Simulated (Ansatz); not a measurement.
Counterpoise correction, worked out

The pair of NH3 (SMILES N, atoms 1–4) and HBr (SMILES Br, atoms 5–6), both closed shells, in one local arrangement (a lower one may exist), relaxed at PBE0-D4/def2-TZVP:

```
6
angstrom
N 0.0130 0.0404 -0.5883
H -0.5014 -0.7280 -1.0020
H -0.4065 0.9125 -0.8875
H 0.9698 0.0081 -0.9194
Br -0.0547 -0.1696 2.4722
H -0.0203 -0.0634 0.9249
```

Program: Ansatz 0.2.0. Basis: def2-TZVPPD. Cores are frozen in the correlated methods. Filled d shells of the heavier atoms are correlated. The def2 sets are not built for correlating such inner shells, so the correlated values are less sure here.

MP2 total energies in eV:

| system | geometry | basis functions | energy |
| --- | --- | --- | --- |
| pair | pair | all | -71559.50364 |
| NH3 | as in the pair | all (partner as ghosts) | -1536.33523 |
| HBr | as in the pair | all (partner as ghosts) | -70022.65064 |
| NH3 | as in the pair | its own | -1536.30577 |
| HBr | as in the pair | its own | -70022.61758 |
| NH3 | free (PBE0-D4 minimum) | its own | -1536.31237 |
| HBr | free (PBE0-D4 minimum) | its own | -70022.83853 |

Question: Work out the interaction energy with and without the counterpoise correction, the superposition error, and the binding energy from the relaxed fragments.

Answer: Without correction: -71559.50364 − (-1536.30577) − (-70022.61758) = -0.58029 eV.
With correction (each fragment in the whole basis): -71559.50364 − (-1536.33523) − (-70022.65064) = -0.51777 eV = -11.94 kcal/mol.
The superposition error is the difference, 0.06252 eV, 11 % of the uncorrected value: each fragment borrows its partner's functions.
Deformation from the free shapes: 0.00660 eV for NH3 and 0.22095 eV for HBr.
Binding energy from relaxed fragments: -0.51777 + 0.00660 + 0.22095 = -0.29022 eV = -6.69 kcal/mol (electronic, without zero-point energy; negative means bound). The deformation is large: the pair is on the way to a chemical bond or a shared proton. For comparison, the corrected interaction energy by CCSD(T) at an estimated basis limit (MP2 extrapolated from triple and quadruple zeta, plus CCSD(T) − MP2 in triple zeta) is -0.505 eV.

No T1 diagnostic of these runs exceeds 0.009.

For scale, one of the runs: CCSD(T)/def2-TZVPPD, 162 basis functions, launched by `ansatz run in.yaml --threads 2 --pin off --events-out ev --progress --plain --max-ram 5222MiB`. Hardware: 2 CPU threads of an Intel Xeon Platinum 8488C, shared host. Wall time 23 s; peak host memory 1.2 GiB.
